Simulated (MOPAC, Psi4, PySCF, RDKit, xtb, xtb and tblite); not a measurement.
Two geometries of SMILES [SeH]Cc1cccs1 (C5H6SSe), relaxed at GFN2-xTB with one dihedral held; other torsions can differ between them too.

Structure A

```
13

Se    -2.7922     0.9595    -0.7377
C     -1.7015    -0.2571     0.4467
C     -1.9126     0.0646     1.8670
C     -2.8887    -0.3986     2.6989
C     -2.8009     0.1319     4.0037
C     -1.7643     0.9956     4.1468
S     -0.8712     1.1825     2.6919
H     -2.3226     0.3451    -1.9624
H     -2.0350    -1.2692     0.2164
H     -0.6643    -0.1119     0.1472
H     -3.6425    -1.0996     2.3865
H     -3.4810    -0.1201     4.7974
H     -1.4645     1.5414     5.0192
```

Structure B

```
13

Se    -2.7468     0.9611    -0.7657
C     -1.7291    -0.2684     0.4720
C     -0.9522    -1.2772    -0.2608
C      0.3256    -1.1789    -0.7280
C      0.7584    -2.3401    -1.4032
C     -0.1962    -3.3034    -1.4487
S     -1.6462    -2.8173    -0.6662
H     -2.2889     0.3336    -1.9828
H     -1.0825     0.3859     1.0575
H     -2.4861    -0.7185     1.1136
H      0.9365    -0.3050    -0.5871
H      1.7373    -2.4499    -1.8338
H     -0.1426    -4.2767    -1.8942
```

Which is lower in energy at the level Psi4 1.11 with DF-MP2 (frozen core)/cc-pVTZ // GFN2-xTB, and by how much?

A is lower, by 0.39 kcal/mol (dihedral H8–Se1–C2–C3: 180° in A, 0° in B).

E(B) − E(A) in kcal/mol at the other levels, on the same two geometries: GFN2-xTB (xtb and tblite) -0.20; B3LYP/def2-SVP // GFN2-xTB (Psi4) 0.86; B3LYP-D3(BJ)/def2-SVP // GFN2-xTB (Psi4) 0.53; PBE/def2-SVP // GFN2-xTB (Psi4) 0.70; PBE-D3(BJ)/def2-SVP // GFN2-xTB (Psi4) 0.49; HF/cc-pVTZ // GFN2-xTB (Psi4) 0.96; UFF // GFN2-xTB (RDKit) 1.74; PM7, restricted, heats of formation // GFN2-xTB (MOPAC) -1.80; PM3, restricted, heats of formation // GFN2-xTB (MOPAC) -0.43; GFN1-xTB // GFN2-xTB (xtb) -0.49; restricted B3LYP/6-31G*, spherical d, density fitting // GFN2-xTB (PySCF) 0.72; restricted MP2 (frozen core)/6-31G*, spherical d // GFN2-xTB (PySCF) 0.56; restricted LDA (SVWN5)/6-31G*, spherical d, density fitting // GFN2-xTB (PySCF) 0.19; restricted B3LYP/3-21G, density fitting // GFN2-xTB (PySCF) 0.36.
